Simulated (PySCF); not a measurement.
Species: C6H9NS.
SMILES with atom numbers: `[N:1]#[C:2][C:3]1([SH:4])[CH2:5][CH2:6][CH2:7][CH2:8]1` (hydrogens: H9 on S4; H10, H11 on C5; H12, H13 on C6; H14, H15 on C7; H16, H17 on C8)

Geometry (PBE0-D3(BJ)/def2-SVP, Å), atoms numbered from 1 in this order:
```xyz
17
C6H9NS angstrom
N      1.5542   -0.9003    2.6589
C      1.2402   -0.6351    1.5759
C      0.8400   -0.2812    0.2177
S      2.2789   -0.5137   -0.9029
C     -0.2928   -1.2190   -0.2974
C     -1.5594   -0.3741   -0.2254
C     -1.0635    1.0130   -0.6173
C      0.2370    1.1548    0.1692
H      3.1265    0.3041   -0.2397
H     -0.0785   -1.4763   -1.3473
H     -0.3358   -2.1590    0.2688
H     -2.3577   -0.7591   -0.8769
H     -1.9527   -0.3593    0.8050
H     -1.7795    1.8180   -0.3962
H     -0.8557    1.0426   -1.6999
H      0.9468    1.8652   -0.2749
H      0.0275    1.4914    1.1963
```

Linear response at wB97X-D/def2-SVPD (PySCF, frozen core in the response, non-relativistic).

Static isotropic polarisability: 91.05 au (13.49 Å³), principal values 80.6, 93.6, 98.9 au.

(1) What is the polarisability at 1064 nm and at the sodium D line?

(2) What is the isotropic C6 coefficient between two such molecules, C6 = (3/π)∫α(iω)² dω?

(3) Which effective excitation energy ω̄ makes London's formula C6 = (3/4)α²ω̄ exact here?

(4) What n − 1 at the D line would an ideal gas of it have at 273.15 K and 1 atm (2.6868 × 10¹⁹ cm⁻³), by n − 1 = 2π·N·α′?

(5) How anisotropic is the static polarisability, by Δα² = ½[(α1 − α2)² + (α2 − α3)² + (α3 − α1)²]?

(6) What molar refraction at the D line follows from R = (4π/3)·N_A·α′, with α′ the polarisability volume?

Results:

(1) 91.73 au at 1064 nm (+0.7 %), 93.33 au at 589.3 nm (+2.5 %). The rise at 589.3 nm is 3.35 times that at 1064 nm; a pure ω² law gives 3.26. The lowest singlet lies at 231 nm, shorter than both wavelengths.

(2) 3503 au (Eh·bohr⁶) by a ten-point quadrature over imaginary frequencies, which is 2090 eV·Å⁶ or 202 J·nm⁶/mol.

(3) ω̄ = 4·C6/(3α²) = 0.563 Eh = 15.3 eV. A one-pole form α(ω) = α/(1 − ω²/ω̄²) fitted to the 1064 nm value gives 13.5 eV.

(4) 23.35 × 10⁻⁴, a formal value whether or not that pressure can be reached.

(5) Δα = 16.3 au, or 0.18 of the isotropic value.

(6) α′ = 13.83 Å³ gives R = 34.89 cm³/mol, for isolated, non-vibrating species.

One conformer stands for the species.

wB97X-D is run here without its empirical dispersion term; that term would change no orbital, density or response property at a fixed geometry.
